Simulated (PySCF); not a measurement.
CdTe, singlet, geometry from GFN2-xTB (such geometries of metal compounds can be far from the true shape) (core potentials on Cd, Te); BHANDHLYP/def2-SVP, TDA triplets in PySCF.

Input for PySCF:
```python
from pyscf import gto, scf, dft, tdscf

mol = gto.M(
    atom='''
Cd   -0.000000   -0.000000   -1.302979
Te    0.000000    0.000000    1.202750
''',
    basis='def2-svp',
    ecp={'Cd': 'def2-svp', 'Te': 'def2-svp'},
    charge=0,
    spin=0,
    verbose=4,
)

mf = dft.RKS(mol)
mf.xc = 'bhandhlyp'
mf.kernel()
td = mf.TDA()
td.nstates = 5
td.singlet = False
td.kernel()
td.analyze(verbose=3)
```

Problem. Write the output that PySCF gives for this input, abridged.

Solution. 
```
PySCF version 2.14.0

[INPUT] verbose = 4
[INPUT] num. atoms = 2
[INPUT] num. electrons = 44
[INPUT] charge = 0
[INPUT] spin (= nelec alpha-beta = 2S) = 0
[INPUT] symmetry False subgroup None
[INPUT] Mole.unit = angstrom
[INPUT] Symbol           X                Y                Z      unit          X                Y                Z       unit  Magmom
[INPUT]  1 Cd     0.000000000000   0.000000000000  -1.302979000000 AA    0.000000000000   0.000000000000  -2.462273456060 Bohr   0.0
[INPUT]  2 Te     0.000000000000   0.000000000000   1.202750000000 AA    0.000000000000   0.000000000000   2.272868096321 Bohr   0.0

nuclear repulsion = 101.369725633379
number of shells = 21
number of NR pGTOs = 118
number of NR cGTOs = 57
basis = def2-svp
ecp = {'Cd': 'def2-svp', 'Te': 'def2-svp'}

******** <class 'pyscf.dft.rks.RKS'> ********
method = RKS
initial guess = minao
damping factor = 0
level_shift factor = 0
DIIS = <class 'pyscf.scf.diis.CDIIS'>
diis_start_cycle = 1
diis_space = 8
diis_damp = 0
SCF conv_tol = 1e-09
SCF conv_tol_grad = None
SCF max_cycles = 50
direct_scf = True
direct_scf_tol = 1e-13
XC library pyscf.dft.libxc version 7.1.2
    S. Lehtola, C. Steigemann, M. J. T. Oliveira, and M. A. L. Marques,  SoftwareX 7, 1–5 (2018)
XC functionals = bhandhlyp
    A. D. Becke,  J. Chem. Phys. 98, 1372 (1993)
    Defined through Gaussian implementation.
radial grids:
    Treutler-Ahlrichs [JCP 102, 346 (1995); DOI:10.1063/1.469408] (M4) radial grids

becke partition: Becke, JCP 88, 2547 (1988); DOI:10.1063/1.454033
pruning grids: <function nwchem_prune>
grids dens level: 3
symmetrized grids: False
atomic radii adjust function: <function treutler_atomic_radii_adjust>
small_rho_cutoff = 0
Set gradient conv threshold to 3.16228e-05
Initial guess from minao.
tot grids = 44352
init E= -392.971171192324
  HOMO = -1.35343499926807  LUMO = -1.13810729986139  gap/eV = 5.85937
cycle= 1 E= -433.981647027982  delta_E=  -41  |g|=  2.6  |ddm|=  8.3
  HOMO = -0.0270795018201707  LUMO = 0.0144533828193172  gap/eV = 1.13017
cycle= 2 E= -431.992763425984  delta_E= 1.99  |g|= 2.78  |ddm|= 7.29
  HOMO = -0.386932543615166  LUMO = -0.0909111039523882  gap/eV = 8.05515
cycle= 3 E= -435.134965204734  delta_E= -3.14  |g|=    1  |ddm|= 4.65
  HOMO = -0.224393195086453  LUMO = -0.154782669456531  gap/eV = 1.89420
cycle= 4 E= -435.567542376085  delta_E= -0.433  |g|= 0.285  |ddm|= 1.96
  HOMO = -0.230365523571413  LUMO = -0.126091086274916  gap/eV = 2.83745
cycle= 5 E= -435.586405499999  delta_E= -0.0189  |g|= 0.102  |ddm|= 0.399
  HOMO = -0.230376056381462  LUMO = -0.121783854967115  gap/eV = 2.95494
cycle= 6 E= -435.588127170712  delta_E= -0.00172  |g|= 0.0406  |ddm|= 0.199
  HOMO = -0.236606848364259  LUMO = -0.120879407564726  gap/eV = 3.14910
cycle= 7 E= -435.588934054991  delta_E= -0.000807  |g|= 0.0104  |ddm|= 0.0574
  HOMO = -0.238037786405059  LUMO = -0.119992523875677  gap/eV = 3.21218
cycle= 8 E= -435.589003805863  delta_E= -6.98e-05  |g|= 0.00111  |ddm|= 0.0252
  HOMO = -0.237987293893218  LUMO = -0.119913707367641  gap/eV = 3.21295
cycle= 9 E= -435.589005404974  delta_E= -1.6e-06  |g|= 0.000561  |ddm|= 0.00445
  HOMO = -0.237978962398123  LUMO = -0.119908377330652  gap/eV = 3.21286
cycle= 10 E= -435.589005678272  delta_E= -2.73e-07  |g|= 0.000188  |ddm|= 0.00257
  HOMO = -0.237992950204756  LUMO = -0.119894368061458  gap/eV = 3.21363
cycle= 11 E= -435.589005695064  delta_E= -1.68e-08  |g|= 4.84e-05  |ddm|= 0.000459
  HOMO = -0.23800220190563  LUMO = -0.119896189639896  gap/eV = 3.21383
cycle= 12 E= -435.589005695989  delta_E= -9.25e-10  |g|= 8.29e-06  |ddm|= 8.09e-05
  HOMO = -0.238004357790744  LUMO = -0.119895313039311  gap/eV = 3.21391
Extra cycle  E= -435.589005695967  delta_E= 2.15e-11  |g|= 1.13e-05  |ddm|= 3.5e-05
converged SCF energy = -435.589005695967

******** <class 'pyscf.tdscf.rks.TDA'> for <class 'pyscf.dft.rks.RKS'> ********
nstates = 5 triplet
deg_eia_thresh = 1.000e-03
wfnsym = None
conv_tol = 1e-05
eigh lindep = 1e-12
eigh level_shift = 0
eigh max_cycle = 100

Excitation energies (eV)
[0.13118409 0.13118409 2.17069767 3.58686448 3.70825958]

** Triplet excitation energies and oscillator strengths **
Excited State   1:      0.13118 eV   9451.16 nm  f=0.0000
Excited State   2:      0.13118 eV   9451.16 nm  f=0.0000
Excited State   3:      2.17070 eV    571.17 nm  f=0.0000
Excited State   4:      3.58686 eV    345.66 nm  f=0.0000
Excited State   5:      3.70826 eV    334.35 nm  f=0.0000
```
